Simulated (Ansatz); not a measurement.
GeH5NOSi can be A, `[NH2][GeH]1[O][SiH2]1`, or B, `[NH2][Ge][O][SiH3]`.

Gas-phase electronic energies from Ansatz, PBE0-D4/def2-TZVP geometries. CCSD(T)/CBS is the MP2 limit (def2-TZVPP, def2-QZVPP) plus CCSD(T) − MP2 in def2-TZVPP, frozen cores. Functionals use def2-TZVPP. B3LYP here is the variant with VWN-RPA as its local correlation; programs differ in this. For Ge outer-core shells are correlated without core-valence functions, which leaves a few kJ/mol of doubt a bond. Scalar relativity is left out up to krypton. One conformer a species, not always the lowest.

(1) Which is lower in electronic energy at CCSD(T)/CBS, and by how much? (An estimate is asked.)

(2) Give E(B) − E(A) in kcal/mol with LDA (SPW92), MP2/def2-TZVPP, B3LYP, CCSD/def2-TZVPP, PBE-D4, PBE0-D4, ωB97M-V. (An estimate is asked.)

(3) Does the order hold for the free energy at 298.15 K (harmonic terms from PBE0-D4)? (Best estimate.)

Largest T1 diagnostic: 0.014.

Answers

(1) Ansatz gave: B, by 35.1 kcal/mol.

(2) Computed: LDA (SPW92) -29.0, MP2/def2-TZVPP -32.8, B3LYP -39.2, CCSD/def2-TZVPP -35.5, PBE-D4 -31.8, PBE0-D4 -32.2, ωB97M-V -37.2. None reverses the order clearly.

(3) Ansatz gave: Yes: G(B) − G(A) = -36.1 kcal/mol, for one conformer each. Modes under 60 cm⁻¹, often nearly free rotors, make the harmonic entropy too high.

Leaving LDA and LC-ωPBE aside and taking each functional with its dispersion term where it has one, the values, not all of them listed here, spread over 8.7 kcal/mol, from BHLYP-D4 to PBE-QIDH. LDA lies +2.7 kcal/mol from PBE without D4. From BLYP to BHLYP (50 % exact exchange), in def2-TZVPP and without D4, E(B) − E(A) moves by −0.8 kcal/mol.
